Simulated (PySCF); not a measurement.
TiF4, SMILES [F][Ti]([F])([F])[F], multiplicity 1. The structure is a stationary point at PBE-D3(BJ)/def2-SVP. The multiplicity is an assumed one; other spin states were not compared. The isomer is the one that the SMILES or the coordinates give; other isomers of the formula were not compared.

Computed equilibrium geometry at PBE-D3(BJ)/def2-SVP (PySCF confirms it by a frequency run) as a Z-matrix, and its point group:
point group Td.
```
Ti
F 1 1.7442
F 1 1.7442 2 109.47
F 1 1.7442 2 109.47 3 -120.00
F 1 1.7442 2 109.47 3 120.00
```
